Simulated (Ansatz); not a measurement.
Input file for Ansatz (an electronic-structure program): R-B3LYP-D3(BJ)/def2-TZVP on Br2.

Ansatz 0.2 input:
```yaml
crystal:
  periodic: [false, false, false]
  atoms:
    - {symbol: Br, position_ang: [0.00000000, 0.00000000, 0.00000000]}
    - {symbol: Br, position_ang: [0.00000000, 0.00000000, 2.28000000]}
basis:
  gaussian:
    orbitals: def2-TZVP
hamiltonian:
  xc: b3lyp
  dispersion: d3bj
relax: {f_tol: 0.003, max_steps: 120}
```

Output:

```
WARN ansatz: RAYON_NUM_THREADS=2 ignored (pool sized by the plan → 2); use --threads N
Functional definition: B3LYP
integrals: 0.04 GiB planned
684 factors; integrals over basis functions are off by at most 2.6e-4 eV
mean field: 0.37 GiB planned
mean field evaluation 1: about -140093.8246 eV, gradient 1.1e1 eV
mean field evaluation 2: about -140093.9097 eV, gradient 6.1e0 eV
mean field evaluation 4: about -140093.9466 eV, gradient 1.9e-1 eV
mean field evaluation 8: about -140093.9863 eV, gradient 2.1e-3 eV
mean field -140093.98632482 eV, -5148.3590383225 hartree, gradient 7.4e-5 eV, S^2 0.000000; 0 other end points of the search recorded, 0 dependent functions left out
the calculation of the forces begins
reference -140093.98651040 eV, -5148.3590451425 hartree; 35, 35 occupied and 61, 61 virtual orbitals, 684 factors
relax step   1: F+E_penalty+E_count = -140094.06187799 eV  Δ(F+E_penalty+E_count) = +0.000e0 eV  max|allowed force component| = 5.573e-1 eV/Å  Δτ_max = 0.0000 Å  (24 SCF iters, accepted)
these checks for a lower state are left out or cut short: starts, cluster_reference, orbital_swaps, neighbouring_geometries, increment
integrals: 0.04 GiB planned
684 factors; integrals over basis functions are off by at most 2.7e-4 eV
mean field: 0.37 GiB planned
mean field evaluation 16: about -140093.9958 eV, gradient 2.7e-1 eV
mean field -140093.99608974 eV, -5148.3593971768 hartree, gradient 8.0e-6 eV, S^2 0.000000; 0 other end points of the search recorded, 0 dependent functions left out
the calculation of the forces begins
reference -140093.99627579 eV, -5148.3594040141 hartree; 35, 35 occupied and 61, 61 virtual orbitals, 684 factors
relax step   2: F+E_penalty+E_count = -140094.07147913 eV  Δ(F+E_penalty+E_count) = -9.601e-3 eV  max|allowed force component| = 5.214e-2 eV/Å  Δτ_max = 0.0197 Å  (30 SCF iters, accepted)
these checks for a lower state are left out or cut short: starts, cluster_reference, orbital_swaps, neighbouring_geometries, increment
integrals: 0.04 GiB planned
684 factors; integrals over basis functions are off by at most 2.7e-4 eV
mean field: 0.37 GiB planned
mean field -140093.99616911 eV, -5148.3594000937 hartree, gradient 9.5e-6 eV, S^2 0.000000; 0 other end points of the search recorded, 0 dependent functions left out
the calculation of the forces begins
reference -140093.99635512 eV, -5148.3594069294 hartree; 35, 35 occupied and 61, 61 virtual orbitals, 684 factors
relax step   3: F+E_penalty+E_count = -140094.07157416 eV  Δ(F+E_penalty+E_count) = -9.504e-5 eV  max|allowed force component| = 5.238e-4 eV/Å  Δτ_max = 0.0018 Å  (25 SCF iters, accepted)
integrals: 0.04 GiB planned
684 factors; integrals over basis functions are off by at most 2.7e-4 eV
mean field: 0.37 GiB planned
mean field evaluation 32: about -140093.9237 eV, gradient 6.1e0 eV
mean field -140093.99616911 eV, -5148.3594000937 hartree, gradient 9.5e-6 eV, S^2 0.000000; 1 other end points of the search recorded, 0 dependent functions left out
the calculation of the forces begins
reference -140093.99635512 eV, -5148.3594069294 hartree; 35, 35 occupied and 61, 61 virtual orbitals, 684 factors
Total energy: -140094.07176017 eV, -5148.3621780139 hartree
Atom 0 at     0.000000    -0.000000    -0.017869 Å, force    -0.000000     0.000000     0.000524 eV/Å
Atom 1 at    -0.000000     0.000000     2.297869 Å, force    -0.000000    -0.000000    -0.000524 eV/Å
Dipole moment:    -0.000000    -0.000000     0.000000 e Å
```

The run converged.

Cost: about 11 core-seconds (a rough figure).
